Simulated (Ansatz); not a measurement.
C$_{3}$H$_{11}$MoN$_{3}$O, SMILES `C[N]=[Mo]([NH2])(=[N]C)[O]C`, 19 atoms. Total charge 0; spin multiplicity 1. Correlated methods include outer-core shells of Mo, which these sets cover unevenly. Mo takes the def2 core potential. Hardware: A = 4 threads of an AMD EPYC 7R13 on a shared host; B = 4 threads of an AMD EPYC 7R13 on a shared host and a share of an NVIDIA H100 80 GB. Correlated methods freeze the cores.

Give the basis size and wall time and peak host memory of each of these runs in Ansatz. direct RPA on PBE orbitals/def2-TZVPP energy [B]; RKS CAM-B3LYP-D4/def2-TZVPP energy [B]; RKS r2SCANh-D4/def2-TZVPP energy [B]; RKS PBE0-D4/def2-QZVPP energy [B]; RKS HSE06 (plane-wave form)-D4/def2-TZVPP energy [B]; RKS ωB97M-V/def2-QZVPP energy [B]; RHF-CCSD(T)/def2-TZVPP energy [B]; RHF-MP2/def2-QZVPP energy [B]; RHF-CCSD(T)/def2-SVP energy [B]; RKS PBE0-D4/def2-TZVP relaxation (43 steps) [B]; RKS ωB97M-V/def2-SVP energy [A]; RKS PBE0-D4/def2-SVP energy [A]. (Estimate.)

Computed: Other jobs shared the machine, so times are rough.

```
                                    level                        job  functions  wall time  peak host memory (GiB)
                     RKS PBE0-D4/def2-SVP                 energy [A]        184      4.7 s                     0.7
                RKS r2SCANh-D4/def2-TZVPP                 energy [B]        427       12 s                    0.96
RKS HSE06 (plane-wave form)-D4/def2-TZVPP                 energy [B]        427       12 s                    0.94
    direct RPA on PBE orbitals/def2-TZVPP                 energy [B]        427       13 s                       2
                   RKS PBE0-D4/def2-QZVPP                 energy [B]        810       13 s                     1.3
                     RKS ωB97M-V/def2-SVP                 energy [A]        184       13 s                    0.92
              RKS CAM-B3LYP-D4/def2-TZVPP                 energy [B]        427       14 s                    0.94
                   RKS ωB97M-V/def2-QZVPP                 energy [B]        810       15 s                     1.5
                       RHF-MP2/def2-QZVPP                 energy [B]        810       16 s                     1.5
                     RHF-CCSD(T)/def2-SVP                 energy [B]        184       18 s                    0.99
                   RHF-CCSD(T)/def2-TZVPP                 energy [B]        427      110 s                     2.3
                    RKS PBE0-D4/def2-TZVP  relaxation (43 steps) [B]        323    4.1 min                    0.98
```
